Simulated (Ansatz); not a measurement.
AlBH$_{8}$Si$_{2}$: the same geometry under several functionals.

```yaml
crystal:
  periodic: [false, false, false]
  atoms:
    - {symbol: B, position_ang: [-0.927427, 1.755823, -0.209554]}
    - {symbol: Si, position_ang: [-1.939360, 0.196563, -0.245837]}
    - {symbol: Al, position_ang: [0.738888, 0.431379, -0.678566]}
    - {symbol: Si, position_ang: [1.453502, -1.417544, 0.764771]}
    - {symbol: H, position_ang: [0.045619, 1.810699, 0.561288]}
    - {symbol: H, position_ang: [-1.050848, 2.651719, -0.984610]}
    - {symbol: H, position_ang: [-1.777600, -0.964351, 0.665701]}
    - {symbol: H, position_ang: [-2.924968, -0.095656, -1.314236]}
    - {symbol: H, position_ang: [1.682559, 1.108934, -1.757687]}
    - {symbol: H, position_ang: [1.124978, -2.718541, 0.110725]}
    - {symbol: H, position_ang: [0.734918, -1.392010, 2.071116]}
    - {symbol: H, position_ang: [2.916740, -1.422215, 1.050889]}
basis:
  gaussian: {orbitals: def2-TZVPP}
hamiltonian: {xc: {name: wB97M-V}}
output: {forces: true, orbitals: {seedname: orbitals}}
```

```sh
$ ansatz run in.yaml --threads 4 --pin off --events-out ev --progress --plain --max-ram 10444MiB
```

It prints (some lines left out):

```
Functional definition: wB97M-V
1495 factors; their error is unknown
381 factors; integrals over basis functions are off by at most 1.2e-5 eV
mean field evaluation 1: about -23153.1630 eV, gradient 2.7e1 eV
mean field evaluation 2: about -23154.2900 eV, gradient 1.9e1 eV
mean field evaluation 4: about -23155.5217 eV, gradient 7.3e-1 eV
mean field evaluation 8: about -23155.5414 eV, gradient 2.8e-1 eV
mean field evaluation 16: about -23155.5415 eV, gradient 3.1e-5 eV
mean field -23155.54153340 eV, -850.9504559627 hartree, gradient 3.1e-5 eV, S^2 0.000000; 0 other end points of the search recorded, 0 dependent functions left out
reference -23155.54160178 eV, -850.9504584758 hartree; 27, 27 occupied and 242, 242 virtual orbitals, 1495 factors
Total energy: -23155.54160178 eV, -850.9504584758 hartree
Atom 0 at    -0.927427     1.755823    -0.209554 Å, force    -0.049105    -0.073563    -0.006325 eV/Å
Atom 1 at    -1.939360     0.196563    -0.245837 Å, force    -0.011521     0.050712    -0.018853 eV/Å
Atom 2 at     0.738888     0.431379    -0.678566 Å, force     0.180303     0.001116    -0.076995 eV/Å
Atom 3 at     1.453502    -1.417544     0.764771 Å, force     0.020612    -0.057997     0.046971 eV/Å
Atom 4 at     0.045619     1.810699     0.561288 Å, force    -0.110077    -0.006856    -0.075923 eV/Å
Atom 5 at    -1.050848     2.651719    -0.984610 Å, force     0.017364    -0.120826     0.096092 eV/Å
Atom 6 at    -1.777600    -0.964351     0.665701 Å, force    -0.000910     0.126347    -0.106709 eV/Å
Atom 7 at    -2.924968    -0.095656    -1.314236 Å, force     0.115998     0.026725     0.128632 eV/Å
Atom 8 at     1.682559     1.108934    -1.757687 Å, force    -0.102275    -0.082876     0.117482 eV/Å
Atom 9 at     1.124978    -2.718541     0.110725 Å, force     0.031327     0.138561     0.069395 eV/Å
Atom 10 at     0.734918    -1.392010     2.071116 Å, force     0.072891    -0.003589    -0.139379 eV/Å
Atom 11 at     2.916740    -1.422215     1.050889 Å, force    -0.164605     0.002245    -0.034388 eV/Å
Dipole moment:    -0.175259    -0.085966    -0.035648 e Å
```

Run time 6.5 s (4 threads of an Intel Xeon 6975P-C on a shared host); peak host memory 1.1 GiB.

Changing it to `hamiltonian: {xc: r2scan, dispersion: d4}` (abridged; 2.5 s):

```
Functional definition: r2SCAN
mean field evaluation 16: about -23155.5875 eV, gradient 4.8e-5 eV
mean field -23155.58751981 eV, -850.9521459321 hartree, gradient 4.8e-5 eV, S^2 0.000000
Total energy: -23155.65628610 eV, -850.9546730468 hartree
Atom 0 force     0.034534     0.066704    -0.022133 eV/Å
Atom 1 force    -0.033895    -0.063221     0.004116 eV/Å
Atom 2 force    -0.006513     0.030380     0.023318 eV/Å
Atom 3 force     0.016209    -0.007274    -0.000657 eV/Å
Atom 4 force    -0.012416    -0.006103    -0.045201 eV/Å
Atom 5 force     0.009925    -0.021594     0.034296 eV/Å
Atom 6 force    -0.008380     0.011301    -0.015344 eV/Å
Atom 7 force     0.010837     0.006664     0.011035 eV/Å
Atom 8 force    -0.013076    -0.014333     0.014778 eV/Å
Atom 9 force     0.010094     0.017264     0.020164 eV/Å
Atom 10 force     0.015258    -0.006855    -0.023442 eV/Å
Atom 11 force    -0.022577    -0.012933    -0.000930 eV/Å
Dipole moment:    -0.150906    -0.076468    -0.026252 e Å
```

The same input with `hamiltonian: {xc: {name: wB97X-V}}` and no forces (abridged; 4.7 s):

```
Functional definition: wB97X-V
mean field evaluation 16: about -23154.5601 eV, gradient 2.9e-5 eV
mean field -23154.56006595 eV, -850.9143876993 hartree, gradient 2.9e-5 eV, S^2 0.000000
Total energy: -23154.56006314 eV, -850.9143875958 hartree
```
